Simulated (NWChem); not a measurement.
The numbers come from NWChem runs, not from measurements. System: trisilylamine (H$_{9}$NSi$_{3}$), charge 0, spin multiplicity 1, at a geometry optimised with B3LYP/def2-SVP. Level: RHF/def2-TZVP.

Job file:

```
start mol
memory heap 200 mb stack 900 mb global 1100 mb
geometry units angstroms nocenter noautoz
  Si    -0.488285    -1.694835     0.000000
  N      0.066896    -0.018077     0.000000
  Si     0.234097     0.850129     1.528937
  Si     0.234097     0.850129    -1.528937
  H      0.025168    -2.377071     1.221737
  H     -1.979507    -1.805424     0.000000
  H      0.025168    -2.377071    -1.221737
  H      0.689664    -0.101319     2.582051
  H      1.232955     1.943368     1.360251
  H     -1.051534     1.463032     1.984577
  H     -1.051534     1.463032    -1.984577
  H      1.232955     1.943368    -1.360251
  H      0.689664    -0.101319    -2.582051
  symmetry group Cs
end
basis spherical
  * library def2-tzvp
end
scf
  rhf
  nopen 0
  maxiter 100
  thresh 1e-7
  semidirect memsize 60000000 filesize 0
end
task scf energy
```

NWChem printed:

```
             Northwest Computational Chemistry Package (NWChem) 7.3.0
             --------------------------------------------------------

                                NWChem Input Module
                                -------------------

 Scaling coordinates for geometry "geometry" by  1.889725989
 (inverse scale =  0.529177249)

 Turning off AUTOSYM since
 SYMMETRY directive was detected!

                             Geometry "geometry" -> ""
                             -------------------------

 Output coordinates in angstroms (scale by  1.889725989 to convert to a.u.)

  No.       Tag          Charge          X              Y              Z
 ---- ---------------- ---------- -------------- -------------- --------------
    1 Si                  14.0000    -0.48828500    -1.69483500     0.00000000
    2 N                    7.0000     0.06689600    -0.01807700     0.00000000
    3 Si                  14.0000     0.23409700     0.85012900     1.52893700
    4 Si                  14.0000     0.23409700     0.85012900    -1.52893700
    5 H                    1.0000     0.02516800    -2.37707100     1.22173700
    6 H                    1.0000    -1.97950700    -1.80542400     0.00000000
    7 H                    1.0000     0.02516800    -2.37707100    -1.22173700
    8 H                    1.0000     0.68966400    -0.10131900     2.58205100
    9 H                    1.0000     1.23295500     1.94336800     1.36025100
   10 H                    1.0000    -1.05153400     1.46303200     1.98457700
   11 H                    1.0000    -1.05153400     1.46303200    -1.98457700
   12 H                    1.0000     1.23295500     1.94336800    -1.36025100
   13 H                    1.0000     0.68966400    -0.10131900    -2.58205100

 Effective nuclear repulsion energy (a.u.)     288.2980288071

            Nuclear Dipole moment (a.u.)
            ----------------------------
        X                 Y               Z
 ---------------- ---------------- ----------------
    -0.0000056692    -0.0000396842     0.0000000000

      Symmetry information
      --------------------

 Group name             Cs
 Group number              2
 Group order               2
 No. of unique centers     8

      Symmetry unique atoms

     1    2    3    5    6    8    9   10


 Summary of "ao basis" -> "" (spherical)
 ------------------------------------------------------------------------------
       Tag                 Description            Shells   Functions and Types
 ---------------- ------------------------------  ------  ---------------------
 *                         def2-tzvp                  on all atoms

 Summary of "ao basis" -> "ao basis" (spherical)
 ------------------------------------------------------------------------------
       Tag                 Description            Shells   Functions and Types
 ---------------- ------------------------------  ------  ---------------------
 Si                        def2-tzvp                13       37   5s5p2d1f
 N                         def2-tzvp                11       31   5s3p2d1f
 H                         def2-tzvp                 4        6   3s1p

                                 NWChem SCF Module
                                 -----------------

  ao basis        = "ao basis"
  functions       =   196
  atoms           =    13
  closed shells   =    29
  open shells     =     0
  charge          =   0.00
  wavefunction    = RHF
  use symmetry    = T
  symmetry adapt  = T

 Summary of "ao basis" -> "ao basis" (spherical)
[...]
    11 a'         12 a'         13 a"         14 a'         15 a'
    16 a"         17 a'         18 a"         19 a'         20 a'
    21 a'         22 a"         23 a'         24 a"         25 a'
    26 a'         27 a"         28 a"         29 a'         30 a'
    31 a'         32 a"         33 a'         34 a'         35 a"
    36 a'         37 a'         38 a"         39 a"

             Final eigenvalues
             -----------------

              1
    1  -68.7912
    2  -68.7911
    3  -68.7911
    4  -15.5425
    5   -6.1379
    6   -6.1378
    7   -6.1378
    8   -4.2447
    9   -4.2446
   10   -4.2446
   11   -4.2445
   12   -4.2444
   13   -4.2444
   14   -4.2442
   15   -4.2441
   16   -4.2441
   17   -1.1188
   18   -0.7390
   19   -0.7389
   20   -0.6717
   21   -0.5482
   22   -0.5481
   23   -0.5410
   24   -0.4830
   25   -0.4828
   26   -0.4747
   27   -0.4747
   28   -0.4654
   29   -0.3981
   30    0.1005
   31    0.1306
   32    0.1311
   33    0.1475
   34    0.1488
   35    0.1491
   36    0.1619
   37    0.1891
   38    0.1894
   39    0.2201

                       ROHF Final Molecular Orbital Analysis
                       -------------------------------------

 Vector   27  Occ=2.000000D+00  E=-4.746618D-01  Symmetry=a"
              MO Center= -1.1D-01,  1.3D-01, -6.5D-12, r^2= 6.4D+00
   Bfn.  Coefficient  Atom+Function         Bfn.  Coefficient  Atom+Function
  ----- ------------  ---------------      ----- ------------  ---------------
    17      0.165193   1 Si pz

 Vector   28  Occ=2.000000D+00  E=-4.654189D-01  Symmetry=a"
              MO Center=  4.8D-01, -9.0D-02,  1.3D-13, r^2= 6.8D+00
   Bfn.  Coefficient  Atom+Function         Bfn.  Coefficient  Atom+Function
  ----- ------------  ---------------      ----- ------------  ---------------
    17      0.179120   1 Si pz               84      0.151974   3 Si py
   121     -0.151974   4 Si py

 Vector   29  Occ=2.000000D+00  E=-3.981428D-01  Symmetry=a'
              MO Center= -2.1D-01,  5.8D-02, -9.7D-14, r^2= 3.8D+00
   Bfn.  Coefficient  Atom+Function         Bfn.  Coefficient  Atom+Function
  ----- ------------  ---------------      ----- ------------  ---------------
    43      0.299465   2 N  px               46      0.300810   2 N  px
    49      0.229136   2 N  px

 Vector   30  Occ=0.000000D+00  E= 1.004983D-01  Symmetry=a'
              MO Center= -7.2D-02,  1.7D-02, -2.3D-12, r^2= 9.0D+00
   Bfn.  Coefficient  Atom+Function         Bfn.  Coefficient  Atom+Function
  ----- ------------  ---------------      ----- ------------  ---------------
    42      1.988937   2 N  s                19     -0.765933   1 Si py
    88      0.686854   3 Si pz              125     -0.686854   4 Si pz
    87      0.380108   3 Si py              124      0.380108   4 Si py
    18     -0.211567   1 Si px               16     -0.198880   1 Si py
   151     -0.182450   6 H  s               175     -0.181394  10 H  s

 Vector   31  Occ=0.000000D+00  E= 1.305708D-01  Symmetry=a'
              MO Center= -2.7D-01,  5.2D-01,  2.6D-12, r^2= 9.4D+00
   Bfn.  Coefficient  Atom+Function         Bfn.  Coefficient  Atom+Function
  ----- ------------  ---------------      ----- ------------  ---------------
     5      1.545551   1 Si s                87      1.336422   3 Si py
   124      1.336422   4 Si py               18      0.912353   1 Si px
   163      0.912174   8 H  s               193      0.912174  13 H  s
    19      0.878897   1 Si py               73     -0.769059   3 Si s
   110     -0.769059   4 Si s               169     -0.684981   9 H  s

 Vector   32  Occ=0.000000D+00  E= 1.310538D-01  Symmetry=a"
              MO Center= -5.0D-01, -3.1D-01,  1.9D-11, r^2= 9.5D+00
   Bfn.  Coefficient  Atom+Function         Bfn.  Coefficient  Atom+Function
  ----- ------------  ---------------      ----- ------------  ---------------
    20      1.384274   1 Si pz               73     -1.374574   3 Si s
   110      1.374574   4 Si s                88      1.195038   3 Si pz
   125      1.195038   4 Si pz              145     -0.923830   5 H  s
   157      0.923830   7 H  s               169      0.658793   9 H  s
   187     -0.658793  12 H  s                51      0.617386   2 N  pz

 center of mass
 --------------
 x =   0.00328836 y =  -0.00089048 z =   0.00000000

 moments of inertia (a.u.)
 ------------------
        1093.973834986460        -140.487298767526           0.000000000000
        -140.487298767526         638.922941765422          -0.000000000000
           0.000000000000          -0.000000000000         597.900717747261

  Mulliken analysis of the total density
  --------------------------------------

    Atom       Charge   Shell Charges
 -----------   ------   -------------------------------------------------------
    1 Si  14    13.62   2.00  0.58  1.39  0.79  0.38  4.12  1.73  0.52  1.34  0.29  0.18  0.25  0.05
    2 N    7     7.67   0.82  1.16  0.48  0.89  0.16  1.48  1.95  0.71  0.00  0.02  0.00
    3 Si  14    13.62   2.00  0.58  1.39  0.79  0.38  4.12  1.73  0.52  1.34  0.29  0.18  0.25  0.05
    4 Si  14    13.62   2.00  0.58  1.39  0.79  0.38  4.12  1.73  0.52  1.34  0.29  0.18  0.25  0.05
    5 H    1     1.05   0.24  0.56  0.24  0.01
    6 H    1     1.06   0.24  0.57  0.24  0.01
    7 H    1     1.05   0.24  0.56  0.24  0.01
    8 H    1     1.05   0.24  0.56  0.24  0.01
    9 H    1     1.05   0.24  0.56  0.24  0.01
   10 H    1     1.06   0.24  0.57  0.24  0.01
   11 H    1     1.06   0.24  0.57  0.24  0.01
   12 H    1     1.05   0.24  0.56  0.24  0.01
   13 H    1     1.05   0.24  0.56  0.24  0.01

       Multipole analysis of the density wrt the origin
       ------------------------------------------------

     L   x y z        total         open         nuclear
     -   - - -        -----         ----         -------
     0   0 0 0     -0.000000      0.000000     58.000000

     1   1 0 0      0.030242      0.000000     -0.000006
     1   0 1 0     -0.008427      0.000000     -0.000040
     1   0 0 1      0.000000      0.000000      0.000000

     2   2 0 0    -39.589930      0.000000     53.660482
     2   1 1 0      0.188056      0.000000     79.204507
     2   1 0 1      0.000000      0.000000     -0.000000
     2   0 2 0    -38.974296      0.000000    310.212112
     2   0 1 1      0.000000      0.000000     -0.000000
     2   0 0 2    -38.957562      0.000000    333.362669

 Task  times  cpu:       40.3s     wall:       40.3s

 Total times  cpu:       40.4s     wall:       40.4s
```
